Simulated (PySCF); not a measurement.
PySCF input for C₃H₅BO₂, SMILES C(=C)B(C=O)O, B3LYP/pcSseg-1. Geometry: r2SCAN-D4/def2-SVP. The structure was generated by enumeration, and PubChem lists no compound with its InChIKey, so it may never have been made. One conformer was computed; it need not be the lowest.

```python
import numpy as np
from pyscf import gto, scf, dft
from pyscf.prop.nmr import rks as nmr

mol = gto.M(
    atom='''
    C     0.01173176    2.55408723    0.00000000
    C     0.70105228    1.39718160    0.00000000
    B    -0.00409064    0.01645881    0.00000000
    O    -1.34857386   -0.10422525    0.00000000
    C     0.75194031   -1.41787905    0.00000000
    O     0.06154357   -2.42529621    0.00000000
    H    -1.08497334    2.55086087    0.00000000
    H     0.50046137    3.53563762    0.00000000
    H     1.79897530    1.45141047    0.00000000
    H    -1.55895427   -1.05991357    0.00000000
    H     1.87284039   -1.52445643    0.00000000
    ''',
    basis='pcSseg-1',
    charge=0,
    spin=0,
    max_memory=1600,
    verbose=3,
)
mf = dft.RKS(mol, xc='b3lyp')
mf.grids.level = 3
mf.conv_tol = 1e-10
mf.max_cycle = 100
mf.kernel()
n = nmr.NMR(mf)
n.verbose = 2
n.max_cycle_cphf = 60
sigma = n.kernel()
print('atom   isotropic/ppm   span/ppm')
for i, s in enumerate(sigma):
    w = np.linalg.eigvalsh((s + s.T) / 2)
    print(f'{mol.atom_symbol(i):2s}{i + 1:3d} {w.mean():14.3f} {w[2] - w[0]:11.3f}')
```

Program output:

```
converged SCF energy = -292.627322213939
atom   isotropic/ppm   span/ppm
C   1         22.053     277.226
C   2         39.971     254.017
B   3         72.878      72.046
O   4        169.842     362.085
C   5        -62.913     271.906
O   6       -542.836    1896.934
H   7         24.148       7.351
H   8         24.522       6.381
H   9         24.799       5.187
H  10         24.395      15.128
H  11         20.145       5.908
```

The calculation finished and met its thresholds.
